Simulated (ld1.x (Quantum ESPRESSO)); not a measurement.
# An all-electron radial function and its pseudo partner (copper)

Columns: radius, all-electron u(r) and pseudo u(r) of the 3p shell (level -71.70 eV) of copper in the configuration [Ne] 3s2 3p6 3d10 4s0.75 4p0.25; PBE, non-relativistic, PAW scheme, ld1.x (Quantum ESPRESSO) 7.5.

| r (bohr) | all-electron | pseudo |
| --- | --- | --- |
| 0.118 | 0.6498 | -0.0490 |
| 0.235 | 0.1826 | -0.1830 |
| 0.353 | -0.5794 | -0.3731 |
| 0.470 | -1.0590 | -0.5735 |
| 0.588 | -1.2333 | -0.7447 |
| 0.705 | -1.2075 | -0.8512 |
| 0.822 | -1.0841 | -0.8803 |
| 0.940 | -0.9247 | -0.8359 |
| 1.058 | -0.7647 | -0.7382 |
| 1.175 | -0.6210 | -0.6170 |
| 1.292 | -0.4975 | -0.4975 |
| 1.410 | -0.3940 | -0.3940 |
| 1.528 | -0.3099 | -0.3099 |
| 1.645 | -0.2430 | -0.2430 |
| 1.763 | -0.1895 | -0.1895 |
| 1.880 | -0.1475 | -0.1475 |
| 1.998 | -0.1144 | -0.1144 |
| 2.115 | -0.0887 | -0.0887 |
| 2.232 | -0.0687 | -0.0687 |
| 2.350 | -0.0530 | -0.0530 |
| 2.468 | -0.0409 | -0.0409 |
| 2.585 | -0.0315 | -0.0315 |
| 2.702 | -0.0243 | -0.0243 |
| 2.820 | -0.0187 | -0.0187 |
| 2.938 | -0.0144 | -0.0144 |
| 3.055 | -0.0111 | -0.0111 |

(1) How many radial nodes do the two functions have?

(2) At about which radius was the pseudo-wave matched?

(3) Is the pseudo-wave norm-conserving?

Results:

(1) The all-electron 3p function has n − l − 1 = 1; the pseudo-wave has 0, since the states of the same l below it are removed with the core.

(2) 1.40 bohr, where the columns begin to agree (steps of 0.12 bohr).

(3) No, it belongs to a PAW set: the norm inside the radius is not constrained, and the difference is carried by the augmentation charge.
